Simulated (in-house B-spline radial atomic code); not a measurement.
A radial electron density 4πr²n(r) was computed for an atom or ion in its tabulated ground configuration with an all-electron radial atomic-structure program (B-spline basis); method: Dirac-Kohn-Sham OLYP, spherical fractional occupations. Columns: r (bohr), 4πr²n(r) (electrons per bohr), bar.

```
 0.00417   0.3551 #
 0.00487   0.4742 #
 0.00567   0.6276 ##
 0.00661   0.8294 ##
  0.0077     1.09 ###
 0.00898    1.428 ####
  0.0105    1.868 #####
  0.0122    2.401 #######
  0.0142    3.071 #########
  0.0166    3.918 ###########
  0.0193    4.904 ##############
  0.0225    6.087 #################
  0.0262    7.434 #####################
  0.0306    8.958 #########################
  0.0356    10.54 #############################
  0.0416    12.17 ##################################
  0.0484    13.64 ######################################
  0.0564    14.85 #########################################
  0.0658    15.62 ###########################################
  0.0767    15.81 ############################################
  0.0894    15.35 ###########################################
   0.104    14.28 ########################################
   0.121    12.79 ####################################
   0.142     11.1 ###############################
   0.165    9.817 ###########################
   0.192    9.179 ##########################
   0.224     9.39 ##########################
   0.261    10.36 #############################
   0.304    11.67 ################################
   0.355    12.77 ####################################
   0.414    13.05 ####################################
   0.482    12.21 ##################################
   0.562    10.29 #############################
   0.655    7.707 #####################
   0.763    5.061 ##############
    0.89    2.853 ########
    1.04    1.353 ####
    1.21   0.5505 ##
    1.41   0.1817 #
    1.64  0.04803 
    1.91  0.00941
```

(1) Which atom or ion is it?
A. Mg5+
B. Si5+
C. Si6+
D. Si4+

Answers

(1) B. The area under the curve, ∫4πr²n dr = ∫r·4πr²n d(ln r) on this logarithmic grid, is 9 electrons, which only this option has. The configuration is [He] 2s2 2p5.
